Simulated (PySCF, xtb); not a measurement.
AsF2, SMILES F[As]F, multiplicity 2.

Harmonic wavenumbers (cm⁻¹) from GFN2-xTB (xtb 6.7.1) at its own minimum, in rising order: 232, 452, 520.

Task: What does PBE-D3(BJ)/def2-TZVP in PySCF give at its own minimum? (The exact figures need the calculation; the answer reports its results.)

Result: 248, 645, 672. Paired by order, the mean absolute difference is 121 cm⁻¹ and the zero-point energies are 1.7 and 2.2 kcal/mol.
